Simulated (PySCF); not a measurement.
C₂H₄NO, SMILES C[N]C=O (connectivity only; charge and spin as stated), charge -1, multiplicity 1. Atoms are numbered in the order given.

```xyz
8

C     -0.3716    -1.4181     0.0000
N      0.7592    -0.5151     0.0000
C      0.4652     0.7789     0.0000
O     -0.6535     1.3893     0.0000
H     -0.3456    -2.0954    -0.8903
H     -0.3456    -2.0954     0.8903
H     -1.3619    -0.8998     0.0000
H      1.4050     1.4171     0.0000
```
Charge -1, spin multiplicity 1.

Coordinates come from a PBE-D3(BJ)/def2-SVPD optimisation. The geometry has at least one imaginary mode, so it is a saddle point at that level. The multiplicity is an assumed one; other spin states were not compared. The isomer is the one that the SMILES or the coordinates give; other isomers of the formula were not compared. The values are those of a single conformer.

These are PBE-D3(BJ)/def2-SVPD in PySCF 2.14.0 values and carry that method's errors.

Harmonic, unscaled wavenumbers; measured fundamentals usually lie a few per cent lower.

```csv
mode,ν (cm⁻¹),IR (km/mol),moving atoms (share of kinetic energy)
1,111i,0.1,H 93 %
2,302,15.5,"O 37 %, C 32 %, H 22 %, N 9 %"
3,430,11.7,"H 41 %, N 29 %, C 23 %"
4,755,5.8,"N 32 %, O 25 %, C 23 %, H 19 %"
5,939,0.1,"H 55 %, C 38 %"
6,960,11.1,"C 60 %, N 24 %, H 15 %"
7,1076,2.0,"H 74 %, C 20 %"
8,1089,25.8,"H 57 %, C 27 %, N 15 %"
9,1296,70.9,"H 42 %, O 25 %, C 23 %, N 11 %"
10,1304,51.2,"H 57 %, C 26 %, N 12 %"
11,1335,16.9,"H 81 %, N 15 %"
12,1400,4.8,H 90 %
13,1411,0.3,H 96 %
14,1601,610.8,"C 64 %, N 18 %, O 13 %"
15,2686,405.6,H 93 %
16,2837,244.6,H 97 %
17,2864,144.7,"H 91 %, C 9 %"
18,2910,67.1,"H 91 %, C 9 %"
```
